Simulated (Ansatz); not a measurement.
H4P (SMILES [PH4+]) moved off its minimum; all values from Ansatz (an electronic-structure program), cores frozen in correlated methods.
(charge 1, multiplicity 1)
```xyz
5

P     -0.0112     0.0181     0.0627
H     -0.7550    -0.7987    -0.6958
H      0.2994    -0.6578     1.1396
H     -0.6499     1.1742     0.3459
H      1.2428     0.2614    -0.7144
```

```json
[
 {"level": "HF/def2-TZVPP", "largest force (eV/Å)": "3.98", "on atom": "P1", "rms difference from CCSD(T)/aug-cc-pV(T+d)Z (eV/Å)": "0.138", "dipole (D)": "-"},
 {"level": "PBE/def2-TZVPP", "largest force (eV/Å)": "3.75", "on atom": "P1", "rms difference from CCSD(T)/aug-cc-pV(T+d)Z (eV/Å)": "0.183", "dipole (D)": "-"},
 {"level": "r2SCAN/def2-TZVPP", "largest force (eV/Å)": "3.78", "on atom": "P1", "rms difference from CCSD(T)/aug-cc-pV(T+d)Z (eV/Å)": "0.057", "dipole (D)": "-"},
 {"level": "B3LYP/def2-TZVPP", "largest force (eV/Å)": "3.75", "on atom": "P1", "rms difference from CCSD(T)/aug-cc-pV(T+d)Z (eV/Å)": "0.030", "dipole (D)": "-"},
 {"level": "wB97M-V/def2-TZVPP", "largest force (eV/Å)": "3.77", "on atom": "P1", "rms difference from CCSD(T)/aug-cc-pV(T+d)Z (eV/Å)": "0.029", "dipole (D)": "-"},
 {"level": "MP2/aug-cc-pV(T+d)Z", "largest force (eV/Å)": "3.85", "on atom": "P1", "rms difference from CCSD(T)/aug-cc-pV(T+d)Z (eV/Å)": "0.061", "dipole (D)": "-"},
 {"level": "CCSD(T)/aug-cc-pV(T+d)Z", "largest force (eV/Å)": "3.77", "on atom": "P1", "rms difference from CCSD(T)/aug-cc-pV(T+d)Z (eV/Å)": "0.000", "dipole (D)": "-"}
]
```

The differences count from one level among others, with limits of its own. Forces at CCSD(T)/aug-cc-pV(T+d)Z (eV/Å):

| atom | Fx | Fy | Fz |
|---|---|---|---|
| P1 | 2.520 | 0.979 | -2.635 |
| H2 | -1.019 | -0.725 | -0.848 |
| H3 | 0.588 | -1.083 | 2.193 |
| H4 | -0.537 | 0.954 | 0.248 |
| H5 | -1.552 | -0.126 | 1.042 |
